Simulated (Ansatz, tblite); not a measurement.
Removing and adding an electron: In2Se3 (the lowest singlet isomer of a short search). Total charge 0; singlet. Geometry: B3LYP-D4/def2-SVP. Ansatz, gas phase; energy differences of separate SCF runs; the oxidised species was run as a doublet alone; the reduced species was run as a doublet alone.

```xyz
5

In   -1.205    0.992   -1.880
In    1.644   -1.528    0.105
Se   -1.392   -1.190    0.164
Se   -0.140    0.247    1.637
Se    1.092    1.478   -0.027
```

In the def2 sets In takes a core potential; there is no spin–orbit coupling. The xTB rows come from tblite. The structure comes from a short search, and lower isomers may exist.

Task: Estimate orbital energies and vertical ionisation energies and electron affinities at: GFN1-xTB; GFN2-xTB; PBE-D4/def2-TZVP; PBE-D4/def2-TZVPD; r2SCAN-D4/def2-TZVP; r2SCAN-D4/def2-TZVPD; PBE0-D4/def2-TZVP; PBE0-D4/def2-TZVPD.

Result: 
```tsv
level	−HOMO (eV)	vertical IE (eV)	−LUMO (eV)	vertical EA (eV)	HOMO–LUMO gap (eV)	IE − EA (eV)	remarks
GFN1-xTB	8.16	10.64	6.16	4.22	2.00	6.41	–
GFN2-xTB	9.39	11.64	7.21	5.03	2.18	6.61	–
PBE-D4/def2-TZVP	4.77	7.02	2.83	–	1.94	–	–
PBE-D4/def2-TZVPD	4.79	–	2.87	0.88	1.91	–	HOMO above zero (-1 doublet)
r2SCAN-D4/def2-TZVP	5.00	7.18	2.78	–	2.23	–	–
r2SCAN-D4/def2-TZVPD	5.00	–	2.79	0.87	2.21	–	HOMO above zero (-1 doublet)
PBE0-D4/def2-TZVP	5.66	7.21	2.02	–	3.64	–	–
PBE0-D4/def2-TZVPD	5.67	–	2.07	0.78	3.60	–	HOMO above zero (-1 doublet)
```

   A HOMO above zero means that the electron is unbound at that level or that self-interaction error raises the level; the energy of removing that electron tells which. Raw xTB energy differences between charge states are shifted by several eV; the methods need an empirical correction for them.
